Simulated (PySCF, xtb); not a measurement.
Zr(OH) (HOZr), SMILES [OH][Zr] (connectivity only; charge and spin as stated), neutral, multiplicity 4.

Harmonic wavenumbers (cm⁻¹) from GFN2-xTB (xtb 6.7.1) at its own minimum, in rising order: 509, 581, 3222.

Task: What does PySCF 2.14.0 with PBE-D3(BJ)/def2-TZVPD give at its own minimum? (An estimate is asked for; the answer gives what the named calculation found.)

Result: 202, 661, 3775. Paired by order, the mean absolute difference is 313 cm⁻¹ and the zero-point energies are 6.2 and 6.6 kcal/mol.
